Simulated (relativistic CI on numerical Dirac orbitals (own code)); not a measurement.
Nb2+: resonant inelastic scattering at the M2,3 edge

Computed with this model: Dirac-Coulomb-Breit CI, orbitals from a KLI potential per configuration, model QED (radiative potential, 1s self-energy scaled to tabulated hydrogen-like ionisation energies), valence Slater integrals scaled by 0.8, Kramers-Heisenberg scattering through one core-hole configuration in a parametric crystal field; configurations [Kr] 4d3 → [Ne] 3s2 3p5 3d10 4s2 4p6 4d4; 10 K; core-hole width 2 eV; summed over polarisations. Incident energies are the highest absorption maxima for each field (at most a few, so the weaker spin-orbit partner edge can be absent), on the computed scale of the free ion. Intensities are in per cent of the strongest line above 0.02 eV; levels within 1 cm⁻¹ are merged; final levels count from the ground level, the first row holds all elastic scattering, lines under 0.4 are left out and each table stops after 24 rows. The scale of the Slater integrals is a model choice and moves the terms in proportion.

Field parameters in Wybourne normalisation: Oh B⁴₀ = 21Dq, B⁴₄ = √(5/14) B⁴₀. The field is a parameter set, without covalency.

S is read from ⟨S²⟩ = S(S + 1).

Oh, 10Dq = 4700 cm⁻¹:

```tsv
Final level (eV)	Degeneracy	Irrep	S	366.3 eV	382.1 eV
0.000	4	Γ8	1.50	4774.3	566.9
0.567	2	Γ7	1.50	38.4	14.0
0.577	4	Γ8	1.49	99.3	47.5
0.593	4	Γ8	1.50	79.9	38.1
0.607	2	Γ6	1.50	30.5	16.4
0.950	2	Γ7	1.49	13.2	14.5
0.963	4	Γ8	1.49	26.8	21.9
1.013	4	Γ8	1.47	75.7	8.2
1.047	2	Γ6	1.48	63.9	2.2
1.285	4	Γ8	0.52	35.8	30.1
1.354	4	Γ8	0.56	60.4	42.2
1.368	2	Γ6	0.52	43.7	32.5
1.714	2	Γ6	0.66	17.2	1.9
1.714	4	Γ8	0.56	100.0	55.0
1.714	2	Γ7	0.52	30.2	14.3
1.782	4	Γ8	1.38	73.8	8.1
1.783	2	Γ6	1.36	57.1	2.3
1.847	4	Γ8	1.46	22.3	22.9
1.850	2	Γ7	1.44	16.9	20.5
1.905	4	Γ8	0.56	25.4	16.9
1.923	2	Γ7	0.60	27.8	22.0
1.931	2	Γ6	0.59	6.5	3.0
2.017	4	Γ8	0.62	11.3	9.3
2.134	4	Γ8	0.53	1.9	2.2
```

Oh, 10Dq = 10650 cm⁻¹:

```csv
Final level (eV),Degeneracy,Irrep,S,366.2 eV,381.8 eV
0.000,4,Γ8,1.50,2419.3,334.9
1.254,4,Γ8,1.08,14.8,42.4
1.299,2,Γ7,1.50,44.3,11.3
1.314,4,Γ8,1.45,84.7,44.6
1.320,2,Γ6,1.34,14.4,23.8
1.364,4,Γ8,0.73,33.5,9.5
1.414,4,Γ8,1.00,100.0,10.6
1.425,2,Γ6,0.78,47.1,8.4
1.900,2,Γ7,1.21,16.4,31.9
1.914,4,Γ8,1.09,29.7,44.7
1.984,4,Γ8,1.44,58.6,9.7
1.986,2,Γ6,1.48,58.2,1.6
2.003,4,Γ8,1.14,65.1,7.7
2.037,2,Γ7,0.95,29.3,3.9
2.440,2,Γ6,0.54,2.1,0.2
2.632,2,Γ7,0.50,4.6,3.9
2.642,4,Γ8,0.51,9.7,6.0
2.656,2,Γ6,0.51,1.6,1.2
2.702,4,Γ8,0.55,3.0,1.7
2.847,4,Γ8,0.58,0.8,0.8
3.032,4,Γ8,1.31,8.9,5.3
3.041,2,Γ6,1.35,8.5,1.5
3.057,2,Γ7,1.50,2.2,3.8
3.068,4,Γ8,1.45,3.6,5.8
```

For the first field the strongest loss at the lowest incident energy is the level at 1.71 eV (S = 0.56, against 1.50 in the thermal ground state). Levels of other spin, the first over 8 % at 1.28 eV, appear because spin-orbit coupling of the core hole, and in heavier ions of the valence shell too, mixes spins.
